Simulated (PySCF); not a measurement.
**Cu: ionisation energy**

Cu [Ar] 3d10 4s1 (2S) → Cu⁺ [Ar] 3d10 (1S), as a difference of total energies. Computed with PySCF 2.14 in aug-cc-pVDZ-PP with ECP10MDF (5s5p4d2f, 54 functions), with scalar relativity through the core potential. Correlated levels: valence: 3s2 3p6 frozen. The calculations carry no spin-orbit coupling.

Order these methods by the ionisation energy they give, lowest first.
A. SCS-MP2 (valence)
B. UHF
C. MN15
D. LDA

B (6.596 eV), A (7.392 eV), C (7.764 eV), D (8.680 eV).

Errors of the correlated levels include the incompleteness of this basis and the frozen core.

For comparison: 7.726 eV (measured; NIST Atomic Spectra Database, ionization energies).
